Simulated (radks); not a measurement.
Question: Radial electron density D(r) = 4 pi r^2 rho(r) of an atom or ion with 55 electrons. Calculated with a radial shooting solver on a logarithmic mesh with Libxc functionals: scalar-relativistic Kohn-Sham, r2SCAN, spin-polarised, spherical densities, finite nucleus; meta-GGA in the generalised Kohn-Sham scheme; Fermi nuclear charge, rms radius of each element as measured or else 0.836 A^(1/3) + 0.57 fm.

| r (bohr) | D(r) (e/bohr) | spin D(r) |
|---|---|---|
| 0.003361 | 18.94 | 0.0000589 |
| 0.004555 | 28.59 | 0.0000967 |
| 0.006173 | 41.10 | 0.000162 |
| 0.0083 | 54.97 | 0.000283 |
| 0.01125 | 68.08 | 0.000540 |
| 0.01524 | 75.71 | 0.00111 |
| 0.02066 | 74.80 | 0.00231 |
| 0.02778 | 68.77 | 0.00446 |
| 0.03765 | 68.42 | 0.00759 |
| 0.05102 | 82.57 | 0.00979 |
| 0.06915 | 99.08 | 0.00745 |
| 0.09371 | 93.65 | 0.000915 |
| 0.126 | 75.48 | 0.00178 |
| 0.1708 | 78.94 | 0.0164 |
| 0.2314 | 85.20 | 0.0162 |
| 0.3136 | 53.88 | -0.000458 |
| 0.4217 | 30.73 | 0.0262 |
| 0.5715 | 36.18 | 0.0377 |
| 0.7745 | 26.55 | -0.00372 |
| 1.05 | 12.07 | 0.0745 |
| 1.423 | 8.350 | 0.103 |
| 1.913 | 4.575 | -0.00882 |
| 2.592 | 1.189 | 0.151 |
| 3.513 | 0.4703 | 0.393 |
| 4.761 | 0.2254 | 0.224 |
| 6.401 | 0.03280 | 0.0328 |
| 8.675 | 0.0008870 | 0.000887 |

What is the nuclear charge?

Answer: Z = 58. The innermost maximum, from 1s, lies near gamma/Z bohr with gamma = sqrt(1 - (Z/c)^2) = 0.906, here 0.0156 bohr (found: 0.0172), and its height grows with Z. The density is that of the cerium ion Ce3+ in [Xe] 6p1; the configuration itself is not fixed sharply by these data, and Z only to a few units. D(r) has 4 maxima, at r = 0.0172, 0.0761, 0.214, 0.590 bohr, and minima at 0.0329, 0.141, 0.432 bohr, inside which lie 1.95, 11.17, 28.88 electrons.
